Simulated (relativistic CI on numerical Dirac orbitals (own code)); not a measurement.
## Energy levels of Kr

Computed by Dirac-Coulomb-Breit CI, KLI orbitals optimised for each configuration, QED by a radiative potential, valence Slater integrals scaled by 0.85, P86 correlation energy added to each configuration (own radial code, finite nucleus).

CI space (outside the closed core [Ar] 3d10 4s2): 4p6, 4p5.5s, 4p5.5p, 4p5.4d, 4p5.6s, 4p5.6p, 4p5.5d, 4p5.7s, 4p5.4f, 4p5.7p, 4p5.6d, 4p5.5f, 4p5.5g, 4p5.7d. Double excitations out of closed p, d and f shells are left out; levels of such configurations are missing from the list, as are those of other unlisted configurations, and high levels can miss mixing partners.

| No. | Configuration | Term | J | E (cm⁻¹) | % | Next component (%) | Landé g |
| --- | --- | --- | --- | --- | --- | --- | --- |
| 1 | 4p6 | 1S | 0 | 0.0 | 100 |  |  |
| 2 | 4p5.5s | 3P° | 2 | 80648.5 | 99 |  | 1.501 |
| 3 | 4p5.5s | 1P° | 1 | 81623.5 | 51 | 48 3P° | 1.243 |
| 4 | 4p5.5s | 3P° | 0 | 85973.1 | 99 | 1 4p5.4d 3P° |  |
| 5 | 4p5.5s | 3P° | 1 | 86632.2 | 51 | 48 1P° | 1.258 |
| 6 | 4p5.5p | 3S | 1 | 90915.5 | 81 | 14 3P | 1.884 |
| 7 | 4p5.5p | 3D | 3 | 91824.5 | 100 |  | 1.334 |
| 8 | 4p5.5p | 3D | 2 | 91894.0 | 51 | 45 1D | 1.103 |
| 9 | 4p5.5p | 1P | 1 | 92460.9 | 53 | 24 3P | 1.013 |
| 10 | 4p5.5p | 3P | 2 | 92578.5 | 76 | 20 1D | 1.386 |
| 11 | 4p5.5p | 1S | 0 | 93607.3 | 51 | 47 3P |  |
| 12 | 4p5.5p | 3D | 1 | 97229.4 | 75 | 23 1P | 0.640 |
| 13 | 4p5.4d | 3P° | 0 | 97335.9 | 96 | 2 4p5.5d 3P° |  |
| 14 | 4p5.5p | 3P | 1 | 97479.5 | 60 | 19 1P | 1.466 |
| 15 | 4p5.5p | 3D | 2 | 97514.2 | 45 | 34 1D | 1.179 |
| 16 | 4p5.4d | 3P° | 1 | 97586.9 | 87 | 7 3D° | 1.416 |
| 17 | 4p5.4d | 3F° | 4 | 97996.5 | 99 | 1 4p5.5d 3F° | 1.250 |
| 18 | 4p5.4d | 3P° | 2 | 98016.2 | 62 | 18 3D° | 1.377 |
| 19 | 4p5.4d | 3F° | 3 | 98378.9 | 60 | 34 1F° | 1.068 |
| 20 | 4p5.5p | 3P | 0 | 98462.4 | 53 | 44 1S |  |
| 21 | 4p5.4d | 1D° | 2 | 98861.8 | 41 | 30 3F° | 0.946 |
| 22 | 4p5.4d | 3D° | 3 | 98974.0 | 67 | 30 1F° | 1.226 |
| 23 | 4p5.6s | 3P° | 2 | 99560.6 | 94 | 3 4p5.4d 3P° | 1.486 |
| 24 | 4p5.4d | 1P° | 1 | 99595.5 | 42 | 39 3D° | 0.824 |
| 25 | 4p5.6s | 1P° | 1 | 99898.0 | 54 | 32 3P° | 1.153 |
| 26 | 4p5.6p | 3S | 1 | 102899.6 | 70 | 22 3P | 1.826 |
| 27 | 4p5.6p | 3D | 3 | 103077.0 | 100 |  | 1.334 |
| 28 | 4p5.6p | 3D | 2 | 103112.4 | 49 | 47 1D | 1.101 |
| 29 | 4p5.6p | 1P | 1 | 103297.5 | 57 | 24 3P | 1.033 |
| 30 | 4p5.6p | 3P | 2 | 103332.4 | 78 | 19 1D | 1.396 |
| 31 | 4p5.4d | 3D° | 2 | 103474.2 | 35 | 25 3P° | 1.254 |
| 32 | 4p5.4d | 3F° | 2 | 103632.6 | 66 | 18 1D° | 0.790 |
| 33 | 4p5.4d | 1F° | 3 | 103814.1 | 33 | 33 3F° | 1.123 |
| 34 | 4p5.4d | 3D° | 1 | 103881.8 | 34 | 25 4p5.5d 3P° | 0.986 |
| 35 | 4p5.6p | 1S | 0 | 103991.7 | 54 | 40 3P |  |
| 36 | 4p5.5d | 3P° | 0 | 104419.9 | 62 | 32 4p5.6s 3P° |  |
| 37 | 4p5.5d | 3F° | 4 | 104969.7 | 98 | 1 4p5.6d 3F° | 1.251 |
| 38 | 4p5.6s | 3P° | 1 | 104977.9 | 31 | 20 1P° | 1.181 |
| 39 | 4p5.6s | 3P° | 0 | 105171.9 | 67 | 33 4p5.5d 3P° |  |
| 40 | 4p5.5d | 3P° | 1 | 105297.9 | 39 | 27 4p5.6s 3P° | 1.257 |
| 41 | 4p5.5d | 3F° | 3 | 105308.6 | 52 | 39 1F° | 1.060 |
| 42 | 4p5.5d | 3P° | 2 | 105372.6 | 45 | 18 3D° | 1.327 |
| 43 | 4p5.5d | 1D° | 2 | 105559.3 | 40 | 30 3D° | 0.962 |
| 44 | 4p5.5d | 3D° | 3 | 105564.2 | 69 | 25 1F° | 1.240 |
| 45 | 4p5.7s | 3P° | 2 | 105788.7 | 95 | 2 4p5.5d 3P° | 1.491 |

Energies count from the lowest computed level; ° marks odd parity.

The mean weight of the leading LS term, summed over parents, in these 45 levels is 65 %, and that of the leading jj configuration (from the same eigenvectors) 84 %, so jj coupling describes them better and the LS labels are nominal.

For a near-neutral ion this model can misplace configurations by up to about 10,000 cm⁻¹ (more where the count of f electrons changes) and terms by 10 to 25 % of their spread. Rates follow the energies as ν³ (E1, M1) or ν⁵ (E2), so they and the lifetimes can be off by large factors. The fine structure of a lone outer electron comes out too small, for d and f at times inverted, and misplaced configurations move strength between like terms. 16 of the 18 excited levels that our extract of the measured tables holds in this range could be paired (the sources list more); they are missed by 470 cm⁻¹ on average and 785 at most, and levels without a partner can miss by more.

LS names give the leading component of a level, which can be under half, so a name can repeat, a term be missing and a line seem to break the LS rules.
